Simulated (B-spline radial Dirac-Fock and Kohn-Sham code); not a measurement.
Er⁺: non-radiative channels of the M5 vacancy

System: erbium as Er⁺, configuration [Xe] 4f12 6s1, inside a Watson sphere of charge -1 and radius 1.6 Å (a model of the Madelung potential; inside it an electron's potential energy is raised by 9.0 eV).

Level of theory: independent-particle radiative and Coulomb Auger rates from relativistic LDA hole-state orbitals, with Dirac-Fock energies; a B-spline atomic structure program. Kinetic energies are configuration averages from the vacuum level; the two-hole energies are estimated from single-hole states.

| transition | kinetic energy (eV) | width (meV) | share (%) |
| --- | --- | --- | --- |
| M5-N2N3 | 693.5 | 12.1 | 0.9 |
| M5-N1N5 | 757.9 | 80.7 | 6.2 |
| M5-N2N5 | 843.7 | 80.6 | 6.2 |
| M5-N3N5 | 889.2 | 127 | 9.8 |
| M5-N1N7 | 930.1 | 20.9 | 1.6 |
| M5-N2N7 | 1016.7 | 10.3 | 0.8 |
| M5-N4N5 | 1030.1 | 169 | 13.0 |
| M5-N5N5 | 1038.3 | 192 | 14.7 |
| M5-N5O1 | – | 11.5 | 0.9 |
| M5-N5O2 | 1186.9 | 10.3 | 0.8 |
| M5-N5O3 | 1192.9 | 16.0 | 1.2 |
| M5-N4N7 | 1203.4 | 51.6 | 4.0 |
| M5-N5N6 | 1210.0 | 86.9 | 6.7 |
| M5-N5N7 | 1212.0 | 134 | 10.2 |
| M5-N6N7 | 1382.4 | 134 | 10.3 |
| M5-N7N7 | 1383.7 | 91.5 | 7.0 |

A dash stands for an energy that rests on an unreliable hole state.

The listed channels hold 94 % of the non-radiative rate. Summed by principal shells, of 1.31 eV in all: MNN 96.0 %, MNO 3.9 %.

Values without a named source are computed, but for edge energies of neutral atoms, which are taken from tables.
